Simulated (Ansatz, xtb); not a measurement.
C4H4Cl3F: which of two isomers lies lower

We compare X, `C/C(=C/Cl)C(F)(Cl)Cl`, a singlet, with Y, `C=CC(Cl)(Cl)[C@H](F)Cl`, a singlet. Both are isolated molecules in the gas phase, relaxed with PBE-D3(BJ)/def2-SVP, each in the lowest conformer that the search found.

Quicker runs give these differences E(Y) − E(X): GFN2-xTB +9.13 kcal/mol; HF/STO-3G +10.12 kcal/mol (at GFN2-xTB geometries); r2SCAN-D4/def2-SVP +5.23 kcal/mol (at GFN2-xTB geometries).

**Question.** Estimate E(Y) − E(X) at the level CCSD(T)/def2-SVP + ΔMP2/def2-TZVPP.

**Answer.** Too close to call at this level: CCSD(T)/def2-SVP + ΔMP2/def2-TZVPP gives E(Y) − E(X) = +0.64 kcal/mol.

Level by level:

```json
{"level": "GFN2-xTB", "geometry": "GFN2-xTB", "E(Y) − E(X) (kcal/mol)": "+9.13", "departure from the last row (kcal/mol)": "+8.50", "job, with rough time for the two": "optimisation, 0.14 s"}
{"level": "HF/STO-3G", "geometry": "GFN2-xTB", "E(Y) − E(X) (kcal/mol)": "+10.12", "departure from the last row (kcal/mol)": "+9.48", "job, with rough time for the two": "single point, 0.44 s"}
{"level": "r2SCAN-D4/def2-SVP", "geometry": "GFN2-xTB", "E(Y) − E(X) (kcal/mol)": "+5.23", "departure from the last row (kcal/mol)": "+4.59", "job, with rough time for the two": "single point, 4.4 s"}
{"level": "PBE-D3(BJ)/def2-SVP", "geometry": "PBE-D3(BJ)/def2-SVP", "E(Y) − E(X) (kcal/mol)": "+6.03", "departure from the last row (kcal/mol)": "+5.39", "job, with rough time for the two": "optimisation, 21 s"}
{"level": "HF/def2-SVP", "geometry": "PBE-D3(BJ)/def2-SVP", "E(Y) − E(X) (kcal/mol)": "−0.26", "departure from the last row (kcal/mol)": "−0.90", "job, with rough time for the two": "part of the CCSD(T) run"}
{"level": "MP2/def2-SVP", "geometry": "PBE-D3(BJ)/def2-SVP", "E(Y) − E(X) (kcal/mol)": "+2.07", "departure from the last row (kcal/mol)": "+1.43", "job, with rough time for the two": "part of the CCSD(T) run"}
{"level": "CCSD(T)/def2-SVP", "geometry": "PBE-D3(BJ)/def2-SVP", "E(Y) − E(X) (kcal/mol)": "+1.63", "departure from the last row (kcal/mol)": "+0.99", "job, with rough time for the two": "single point"}
{"level": "CCSD(T)/def2-SVP + ΔMP2/def2-TZVPP", "geometry": "PBE-D3(BJ)/def2-SVP", "E(Y) − E(X) (kcal/mol)": "+0.64", "departure from the last row (kcal/mol)": "", "job, with rough time for the two": "single point, 86 s"}
```

As drawn, both hold the same kinds of bond in the same numbers. Structure X has 1 methyl group, Y 0.

The largest departure from CCSD(T)/def2-SVP + ΔMP2/def2-TZVPP is that of HF/STO-3G, 9.48 kcal/mol. A small imaginary or near-zero mode remains, so no thermal terms are given. The last row adds to CCSD(T) the change of the MP2 difference between the two basis sets, here −0.99 kcal/mol.

The correlated steps freeze 20 core orbitals. Run with Ansatz 0.2.0, xtb 6.7.1; the last row on 4 threads of Arm Neoverse V2 on a shared host.
